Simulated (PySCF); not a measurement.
Tellurium: highly charged ions in a basis for the neutral atom

Te(10+) [Kr] 4d6, Te(11+) [Kr] 4d5. All numbers are calculated (PySCF 2.14, scalar relativity through the core potential, in aug-cc-pVDZ-PP with ECP28MDF). No spin-orbit coupling, so a gap to NIST mixes the basis error with missing relativistic terms.

Changed run: basis of the neutral atom used for a highly charged ion. This setting is unsound on purpose.

```tsv
species	method	sound run (hartree)	changed run (hartree)	converged
Te(10+)	UHF	not run	-235.64594	yes
Te(10+)	r2SCAN	not run	-236.28718	yes
Te(10+)	M06-2X	not run	-236.10719	yes
Te(11+)	UHF	not run	-227.58186	yes
Te(11+)	r2SCAN	not run	-228.17844	yes
Te(11+)	M06-2X	not run	-227.95605	yes
```

Ionisation energy of Te(10+):

```json
{"method": "UHF", "changed run (eV)": "219.43", "NIST (eV)": "215 ± 2.4"}
{"method": "r2SCAN", "changed run (eV)": "220.65", "NIST (eV)": "215 ± 2.4"}
{"method": "M06-2X", "changed run (eV)": "221.80", "NIST (eV)": "215 ± 2.4"}
```

The contracted functions were made for the neutral atom and can be too rigid for a highly charged ion.
